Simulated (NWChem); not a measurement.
System: C$_{2}$H$_{8}$InN; SMILES C[N](C)[InH2]

Here is an NWChem input.

```
start job
memory heap 200 mb stack 900 mb global 1100 mb
geometry units angstroms noautoz
  In     0.132633     0.901460     0.000000
  H      0.185991     1.604624    -1.570125
  H      0.185991     1.604624     1.570125
  N     -0.021247    -1.130863     0.000000
  C     -0.081333    -1.919890     1.199462
  C     -0.081333    -1.919890    -1.199462
  H      0.754672    -2.648069     1.263987
  H     -1.017943    -2.513077     1.264111
  H     -0.032912    -1.284990     2.097884
  H     -1.017943    -2.513077    -1.264111
  H      0.754672    -2.648069    -1.263987
  H     -0.032912    -1.284990    -2.097884
end
basis spherical
  * library def2-svp
end
ecp
  In library def2-ecp
end
dft
  xc r2scan
  grid coarse
  iterations 150
  mulliken
end
task dft gradient
```

NWChem printed, in part:

```
             Northwest Computational Chemistry Package (NWChem) 7.3.0
             --------------------------------------------------------

 C2V symmetry detected

                             Geometry "geometry" -> ""
                             -------------------------

 Output coordinates in angstroms (scale by  1.889725989 to convert to a.u.)

  No.       Tag          Charge          X              Y              Z
 ---- ---------------- ---------- -------------- -------------- --------------
    1 In                  49.0000     0.00000000     0.00000000    -0.85741626
    2 H                    1.0000     0.00000000    -1.57012500    -1.56260183
    3 H                    1.0000     0.00000000     1.57012500    -1.56260183
    4 N                    7.0000     0.00000000     0.00000000     1.18072402
    5 C                    6.0000     0.00000000     1.19946200     1.97203550
    6 C                    6.0000     0.00000000    -1.19946200     1.97203550
    7 H                    1.0000     0.88887379     1.26404900     2.63463065
    8 H                    1.0000    -0.88887379     1.26404900     2.63463065
    9 H                    1.0000     0.00000000     2.09788400     1.33529181
   10 H                    1.0000    -0.88887379    -1.26404900     2.63463065
   11 H                    1.0000     0.88887379    -1.26404900     2.63463065
   12 H                    1.0000     0.00000000    -2.09788400     1.33529181

 Effective nuclear repulsion energy (a.u.)     348.3023697654

      Symmetry information
      --------------------

 Group name             C2v
 Group number             16
 Group order               4
 No. of unique centers     6

                                 NWChem DFT Module
                                 -----------------

 Summary of "ao basis" -> "ao basis" (spherical)
 ------------------------------------------------------------------------------
       Tag                 Description            Shells   Functions and Types
 ---------------- ------------------------------  ------  ---------------------
 In                         def2-svp                10       26   4s4p2d
 H                          def2-svp                 3        5   2s1p
 N                          def2-svp                 6       14   3s2p1d
 C                          def2-svp                 6       14   3s2p1d

      Symmetry analysis of basis
      --------------------------

        a1         42
        a2         14
        b1         20
        b2         32

            General Information
            -------------------
          SCF calculation type: DFT
          Wavefunction type:  closed shell.
          No. of atoms     :    12
          No. of electrons :    48
           Alpha electrons :    24
            Beta electrons :    24
          Charge           :     0
          Spin multiplicity:     1
          Use of symmetry is: on ; symmetry adaption is: on
          Maximum number of iterations: 150
          AO basis - number of functions:   108
                     number of shells:    52
          Convergence on energy requested:  1.00D-06
          Convergence on density requested:  1.00D-05
          Convergence on gradient requested:  5.00D-04

              XC Information
              --------------
                      r^2SCAN Method XC Functional
               r^2SCAN metaGGA Exchange Functional  1.000
                     r^2SCAN Correlation Potential  1.000

             Grid Information
             ----------------
          Grid used for XC integration:  coarse
          Radial quadrature: Mura-Knowles
          Angular quadrature: Lebedev.
          Tag              B.-S. Rad. Rad. Pts. Rad. Cut. Ang. Pts.
          ---              ---------- --------- --------- ---------
          In                  1.55      104          10.0       302
          H                   0.35       35          12.0       302
          N                   0.65       35           9.0       302
          C                   0.70       35          11.0       302
          Grid pruning is: on
          Number of quadrature shells:   279
          Spatial weights used:  Erf1

      Superposition of Atomic Density Guess
      -------------------------------------

 Sum of atomic energies:        -351.53833661

      Non-variational initial energy
      ------------------------------

 Total energy =    -324.770776
 1-e energy   =    -904.899353
 2-e energy   =     383.074017
 HOMO         =      -0.251558
 LUMO         =      -0.002124

      Symmetry analysis of molecular orbitals - initial
      -------------------------------------------------

  Numbering of irreducible representations:

     1 a1          2 a2          3 b1          4 b2

  Orbital symmetries:

     1 a1          2 a1          3 b2          4 a1          5 b2
     6 a1          7 b1          8 a1          9 b2         10 a1
    11 b2         12 a1         13 b1         14 a2         15 a1
    16 a1         17 b1         18 b2         19 a1         20 a2
    21 b2         22 a1         23 b2         24 b1         25 b1
    26 a1         27 a1         28 a1         29 b2         30 a1
    31 b2         32 b1         33 a1         34 a2

     ---------------------------------------------
      Total Density - Mulliken Population Analysis
     ---------------------------------------------

    Atom       Charge   Shell Charges
 -----------   ------   -------------------------------------------------------
    1 In  21    20.10   2.60 -0.60  0.77  0.40  3.23  2.77  0.67  0.25  9.69  0.33
    2 H    1     1.16   0.66  0.50  0.01
    3 H    1     1.16   0.66  0.50  0.01
    4 N    7     7.97   1.99  1.04  0.57  2.52  1.83  0.02
    5 C    6     6.03   1.99  0.94  0.19  1.95  0.92  0.04
    6 C    6     6.03   1.99  0.94  0.19  1.95  0.92  0.04
    7 H    1     0.93   0.69  0.22  0.02
    8 H    1     0.93   0.69  0.22  0.02
    9 H    1     0.91   0.68  0.21  0.02
   10 H    1     0.93   0.69  0.22  0.02
   11 H    1     0.93   0.69  0.22  0.02
   12 H    1     0.91   0.68  0.21  0.02

   convergence    iter        energy       DeltaE   RMS-Dens  Diis-err
 ---------------- ----- ----------------- --------- --------- ---------
 d= 0,ls=0.0,diis     1   -325.6949632738 -5.23D+02  1.57D-02  3.51D-01
 d= 0,ls=0.0,diis     2   -325.3647270348  3.30D-01  1.16D-02  2.56D+00
 d= 0,ls=0.0,diis     3   -325.7456137101 -3.81D-01  1.65D-03  4.19D-02
 d= 0,ls=0.0,diis     4   -325.7506317357 -5.02D-03  5.52D-04  7.28D-03
 d= 0,ls=0.0,diis     5   -325.7515200133 -8.88D-04  1.80D-04  3.00D-04
  Resetting Diis
 d= 0,ls=0.0,diis     6   -325.7515640129 -4.40D-05  4.52D-05  1.48D-05
 d= 0,ls=0.0,diis     7   -325.7515668623 -2.85D-06  2.05D-05  1.02D-06
 d= 0,ls=0.0,diis     8   -325.7515665985  2.64D-07  1.41D-05  3.06D-06
 d= 0,ls=0.0,diis     9   -325.7515669458 -3.47D-07  4.30D-06  3.42D-07

         Total DFT energy =     -325.751566945751
      One electron energy =     -908.561220059110
           Coulomb energy =      423.150950861886
    Exchange-Corr. energy =      -37.395857520080
 Nuclear repulsion energy =      197.054559771554

 Numeric. integr. density =       48.000443868751

                  Occupations of the irreducible representations
                  ----------------------------------------------

                     irrep           alpha         beta
                     --------     --------     --------
                     a1               11.0         11.0
                     a2                2.0          2.0
                     b1                4.0          4.0
                     b2                7.0          7.0

                       DFT Final Molecular Orbital Analysis
                       ------------------------------------

 Vector   22  Occ=2.000000D+00  E=-2.700054D-01  Symmetry=b2
              MO Center= -2.0D-16, -3.0D-14, -1.3D+00, r^2= 3.4D+00
   Bfn.  Coefficient  Atom+Function         Bfn.  Coefficient  Atom+Function
  ----- ------------  ---------------      ----- ------------  ---------------
    12      0.335387   1 In py               27     -0.318535   2 H  s
    32      0.318535   3 H  s                28     -0.212666   2 H  s
    33      0.212666   3 H  s                18      0.155817   1 In d -1
     9     -0.116999   1 In py                6     -0.108367   1 In py
    15      0.099462   1 In py               56      0.058675   5 C  pz

 Vector   23  Occ=2.000000D+00  E=-2.695690D-01  Symmetry=a1
              MO Center= -8.0D-16,  2.4D-14,  5.8D-01, r^2= 4.1D+00
   Bfn.  Coefficient  Atom+Function         Bfn.  Coefficient  Atom+Function
  ----- ------------  ---------------      ----- ------------  ---------------
    42      0.387367   4 N  pz               13      0.265271   1 In pz
    45     -0.247176   4 N  pz               56      0.182884   5 C  pz
    70      0.182884   6 C  pz               39      0.177168   4 N  s
    19     -0.161351   1 In d  0             27     -0.138222   2 H  s
    32     -0.138222   3 H  s                89     -0.120077   9 H  s

 Vector   24  Occ=2.000000D+00  E=-1.803130D-01  Symmetry=b1
              MO Center=  1.6D-15, -1.8D-15,  1.3D+00, r^2= 2.5D+00
   Bfn.  Coefficient  Atom+Function         Bfn.  Coefficient  Atom+Function
  ----- ------------  ---------------      ----- ------------  ---------------
    40      0.502412   4 N  px               43     -0.434098   4 N  px
    11     -0.205765   1 In px               79      0.159046   7 H  s
    84     -0.159046   8 H  s                94     -0.159046  10 H  s
    99      0.159046  11 H  s                80      0.143620   7 H  s
    85     -0.143620   8 H  s                95     -0.143620  10 H  s

 Vector   25  Occ=0.000000D+00  E=-5.803126D-02  Symmetry=b1
              MO Center= -1.2D-14, -8.2D-16, -7.1D-01, r^2= 4.6D+00
   Bfn.  Coefficient  Atom+Function         Bfn.  Coefficient  Atom+Function
  ----- ------------  ---------------      ----- ------------  ---------------
    14      0.560108   1 In px               11      0.544843   1 In px
    40      0.238508   4 N  px               43     -0.232054   4 N  px
     8     -0.145441   1 In px                5     -0.133642   1 In px
    80      0.068277   7 H  s                85     -0.068277   8 H  s
    95     -0.068277  10 H  s               100      0.068277  11 H  s

 Vector   26  Occ=0.000000D+00  E=-6.486414D-03  Symmetry=a1
              MO Center=  8.0D-15, -4.4D-15, -8.0D-01, r^2= 4.4D+00
   Bfn.  Coefficient  Atom+Function         Bfn.  Coefficient  Atom+Function
  ----- ------------  ---------------      ----- ------------  ---------------
     4      1.071874   1 In s                28     -0.642757   2 H  s
    33     -0.642757   3 H  s                 3      0.598660   1 In s
    39     -0.528734   4 N  s                 1     -0.327792   1 In s
    27     -0.252351   2 H  s                32     -0.252351   3 H  s
    16      0.226917   1 In pz               45      0.191271   4 N  pz

 Vector   27  Occ=0.000000D+00  E= 2.944366D-02  Symmetry=a1
              MO Center= -1.8D-15, -8.0D-16, -9.1D-01, r^2= 6.9D+00
   Bfn.  Coefficient  Atom+Function         Bfn.  Coefficient  Atom+Function
  ----- ------------  ---------------      ----- ------------  ---------------
    16      0.916031   1 In pz               53     -0.507551   5 C  s
    67     -0.507551   6 C  s                28      0.467673   2 H  s
    33      0.467673   3 H  s                39     -0.424860   4 N  s
    13      0.366825   1 In pz               90      0.333320   9 H  s
   105      0.333320  12 H  s                 3     -0.250307   1 In s

     ---------------------------------------------
      Total Density - Mulliken Population Analysis
     ---------------------------------------------

    Atom       Charge   Shell Charges
 -----------   ------   -------------------------------------------------------
    1 In  21    20.58   2.60 -0.60  0.91  0.25  3.22  2.79  1.05  0.30  9.62  0.44
    2 H    1     1.10   0.67  0.42  0.01
    3 H    1     1.10   0.67  0.42  0.01
    4 N    7     7.59   1.99  1.00  0.59  2.39  1.60  0.02
    5 C    6     5.89   1.99  0.91  0.11  2.07  0.77  0.04
    6 C    6     5.89   1.99  0.91  0.11  2.07  0.77  0.04
    7 H    1     0.98   0.75  0.21  0.02
    8 H    1     0.98   0.75  0.21  0.02
    9 H    1     0.96   0.75  0.19  0.02
   10 H    1     0.98   0.75  0.21  0.02
   11 H    1     0.98   0.75  0.21  0.02
   12 H    1     0.96   0.75  0.19  0.02

     -------------------------------------------
      Total Density - Lowdin Population Analysis
     -------------------------------------------

    Atom       Charge   Shell Charges
 -----------   ------   -------------------------------------------------------
    1 In  21    20.70   1.39  0.54  0.65  0.42  3.03  2.86  1.12  0.53  9.34  0.82
    2 H    1     1.10   0.58  0.49  0.02
    3 H    1     1.10   0.58  0.49  0.02
    4 N    7     7.23   1.97  0.76  0.44  2.26  1.76  0.04
    5 C    6     5.99   1.96  0.58  0.30  1.85  1.19  0.11
    6 C    6     5.99   1.96  0.58  0.30  1.85  1.19  0.11
    7 H    1     0.99   0.65  0.28  0.07
    8 H    1     0.99   0.65  0.28  0.07
    9 H    1     0.97   0.65  0.26  0.07
   10 H    1     0.99   0.65  0.28  0.07
   11 H    1     0.99   0.65  0.28  0.07
   12 H    1     0.97   0.65  0.26  0.07

     Multipole analysis of the density
     ---------------------------------

     L   x y z        total         alpha         beta         nuclear
     -   - - -        -----         -----         ----         -------
     0   0 0 0     -0.000000    -24.000000    -24.000000     48.000000

     1   1 0 0      0.000000      0.000000      0.000000      0.000000
     1   0 1 0      0.000000      0.000000      0.000000      0.000000
     1   0 0 1      0.141074    -22.613408    -22.613408     45.367890

     2   2 0 0    -32.362678    -21.824310    -21.824310     11.285943
     2   1 1 0     -0.000000     -0.000000     -0.000000      0.000000
     2   1 0 1     -0.000000     -0.000000     -0.000000      0.000000
     2   0 2 0    -34.249495    -83.883310    -83.883310    133.517124
     2   0 1 1      0.000000      0.000000      0.000000      0.000000
     2   0 0 2    -33.694474   -209.825481   -209.825481    385.956489

[...]

                         DFT ENERGY GRADIENTS

    atom               coordinates                        gradient
                 x          y          z           x          y          z
   1 In      0.000000   0.000000  -1.620282    0.000000   0.000000   0.003804
   2 H       0.000000  -2.967106  -2.952889    0.000000  -0.000935  -0.000921
   3 H       0.000000   2.967106  -2.952889    0.000000   0.000935  -0.000921
   4 N       0.000000   0.000000   2.231245    0.000000   0.000000   0.002621
   5 C       0.000000   2.266655   3.726607    0.000000  -0.003143  -0.001648
   6 C       0.000000  -2.266655   3.726607   -0.000000   0.003143  -0.001648
   7 H       1.679728   2.388706   4.978730   -0.000576   0.000203  -0.000484
   8 H      -1.679728   2.388706   4.978730    0.000576   0.000203  -0.000484
   9 H       0.000000   3.964426   2.523336    0.000000  -0.000159   0.000324
  10 H      -1.679728  -2.388706   4.978730    0.000576  -0.000203  -0.000484
  11 H       1.679728  -2.388706   4.978730   -0.000576  -0.000203  -0.000484
  12 H       0.000000  -3.964426   2.523336   -0.000000   0.000159   0.000324
```

Level: r2SCAN/def2-SVP with def2 effective core potentials on In. Structure relaxed at the PBE0/def2-SVP level. Not confirmed as a minimum by frequencies. def2 effective core potentials on In; no spin-orbit coupling.
